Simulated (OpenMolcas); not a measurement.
An OpenMolcas run meant for Te4+ (ANO-R2, X2C; inactive shells 1s 2s 2p 3s 3p 3d 4s 4p 4d; intended active space 2 electrons in 9 orbitals (RAS2 5s 5p; RAS3 5d, at most 2 electrons)). One step of its input:

```
&CASPT2
Multistate=3 1 2 3
Frozen=9 9
IPEA=3.0
Imaginary=0.1
MaxIter=60
WThr=0.0 0.3 0.05
PrWF=0.5
NoMix
```

The run finished. Its levels beside those of a sound run (MS-RASPT2, IPEA 0.25 Eh, imaginary shift 0.1 Eh (closed shells correlated: 4d)), in cm⁻¹ above each run's lowest level:

```tsv
Level	This run	Usual run
5s² ¹S₀	0.0	0.0
5s 5p ³P°₀	75454	75833
5s 5p ³P°₁	78082	78426
5s 5p ³P°₂	84895	85274
5s 5p ¹P°₁	111932	110203
5p² ³P₀	177739	176641
5p² ³P₁	182796	181738
5p² ¹D₂ [65 %]	182928	182674
```

Problem. Which setting is unsound, and how much does it matter here?

Solution. The IPEA shift is far above its usual 0.25 hartree. Against the sound run the excited levels shown move by 750 cm-1 on average and by 1700 cm-1 at most.

Active for correlation alone: 5d; no level in the range computed is led by a configuration that fills it, so any true level of that kind is missing. Only configurations of the active space appear.

A share in square brackets marks a mixed level and gives the weight of the term that names it, the lowest over the columns. ° marks odd parity.
